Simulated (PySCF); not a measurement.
Species: C8H15ClF2.
InChI=1S/C8H15ClF2/c1-7(2,3)8(9,6-11)4-5-10/h4-6H2,1-3H3/t8-/m0/s1

Torsions of this conformer, `[CH3:1][C:2]([CH3:3])([CH3:4])[C@@:5]([Cl:6])([CH2:7][F:8])[CH2:9][CH2:10][F:11]`: C1–C2–C5–Cl6 -57°, C2–C5–C7–F8 -174°, C2–C5–C9–C10 179°, C5–C9–C10–F11 -170°.

The closed-shell ground state was solved at several levels (PySCF, density fitting, gas phase, non-relativistic). Geometry: PBE0-D3(BJ)/def2-SVP, one conformer, isolated molecule.

```tsv
level	basis functions	total energy (Eh)	HOMO (eV)	LUMO (eV)	gap (eV)	dipole (D)
mPW1PW91/pcSseg-1	269	-973.5962	-8.49	0.42	8.91	3.86
wB97X-D/def2-SVPD	353	-973.1243	-10.38	1.76	12.14	3.90
```

**Question.** Estimate the row for PBE0/pcSseg-1, a basis of 269 functions; the other rows only guide the guess.

**Answer.** Total energy -972.9684 Eh, HOMO -8.46 eV, LUMO 0.44 eV, gap 8.90 eV, dipole 3.83 D.

**Question.** How far do the dipole and the HOMO energy spread over the levels?

**Answer.** The dipole runs from 3.83 to 3.90 D (mean 3.86 D) and the HOMO from -10.38 to -8.46 eV.

The pairwise dispersion term of wB97X-D wasn't added to the energies; at a given geometry it leaves orbitals and properties as they are.
